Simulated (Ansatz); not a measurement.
Two isomers of CH4AlNS: A = `[NH2][AlH][CH]=S`, B = `[AlH2]/[N]=C\S`.

Gas-phase electronic energies from Ansatz, PBE0-D4/def2-TZVP geometries. CCSD(T)/CBS adds triple-zeta CCSD(T) − MP2 to the extrapolated MP2 energy (def2 sets, frozen cores). DFT in def2-TZVPP. Each species was taken in one conformer, which may not be the lowest.

A:

```xyz
8

N     0.031    0.221    1.537
Al    0.009   -0.777    0.091
C    -0.037    0.216   -1.616
S    -0.050    1.835   -1.585
H     0.055   -0.110    2.487
H     0.022    1.228    1.502
H     0.025   -2.356    0.188
H    -0.055   -0.259   -2.602
```

B:

```xyz
8

Al    0.926   -0.926    1.512
N     0.005   -0.011    0.341
C    -0.608    0.599   -0.545
S    -0.315    0.350   -2.276
H     2.276   -0.294    2.034
H     0.327   -2.306    1.993
H    -1.386    1.349   -0.349
H    -1.225    1.238   -2.710
```

(1) Which isomer does CCSD(T)/CBS put lower? Give the gap. (Estimate.)

(2) Give E(B) − E(A) in kJ/mol with HF/def2-TZVPP, B2PLYP, CCSD(T)/def2-SVP, PBE-D4, PBE0-D4, r2SCAN-D4, CCSD(T)/def2-TZVPP. (Estimate.)

(3) Does the order hold for the free energy at 298.15 K (harmonic terms from PBE0-D4)? (Best estimate.)

Largest T1 diagnostic: 0.015.

## Answers

(1) Computed: A, by 44.8 kJ/mol.

(2) The calculation gave: HF/def2-TZVPP 24.8, B2PLYP 29.9, CCSD(T)/def2-SVP 23.1, PBE-D4 17.7, PBE0-D4 24.1, r2SCAN-D4 20.3, CCSD(T)/def2-TZVPP 40.5. None reverses the order clearly.

(3) Computed: Yes: G(B) − G(A) = +32.5 kJ/mol, for one conformer each.

Leaving LDA and LC-ωPBE aside and taking each functional with its dispersion term where it has one, the values, not all of them listed here, spread over 21.8 kJ/mol, from B97M-V to ωB97M-V. LDA lies −3.6 kJ/mol from PBE without D4. From r2SCAN to r2SCAN0 (25 % exact exchange), in def2-TZVPP and without D4, E(B) − E(A) moves by +5.7 kJ/mol.
